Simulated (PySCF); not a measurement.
## Computed properties of Ga(H)2(SeH) (GaH₃Se), SMILES [GaH2][SeH]

GaH₃Se, SMILES [GaH2][SeH]. The structure is a stationary point at PBE0-D3(BJ)/def2-TZVP. The values are those of a single conformer. All values are computed for the isolated molecule unless a solvent is named; none is compared with measurement here.

**Structure.** The optimised structure has Cs symmetry. All 9 harmonic modes at PBE0-D3(BJ)/def2-TZVP (PySCF) are real, so it is a minimum.

**Vibrations.** The strongest infrared lines (harmonic, unscaled, degenerate partners summed) lie at 2010 cm⁻¹ (194 km/mol, H 98 %), 727 cm⁻¹ (192 km/mol, H 99 %), 1997 cm⁻¹ (97 km/mol, H 99 %). The softest mode is at 295 cm⁻¹ and the zero-point energy is 13.6 kcal/mol.

**Electronic structure.** CAM-B3LYP/def2-TZVPD (PySCF) places the frontier levels at -8.59 and -0.73 eV, a gap of 7.86 eV, and gives a dipole moment of 1.02 D and a mean polarisability of 61.7 bohr³.

**Excitations.** TDDFT-PBE0/def2-SVPD (PySCF) has S1 at 4.90 eV (253 nm, f = 0.074, bright); the most intense of the 10 singlets computed lies at 7.47 eV (f = 0.48). T1 (TDA) is at 4.03 eV. No vertical singlet excitation falls in the visible range (under 3.1 eV).

**NMR.** GIAO shifts at HF/pcSseg-2 (PySCF) (non-relativistic, atoms alike by connectivity averaged): ¹H from 1.7 to 5.8 ppm against TMS.
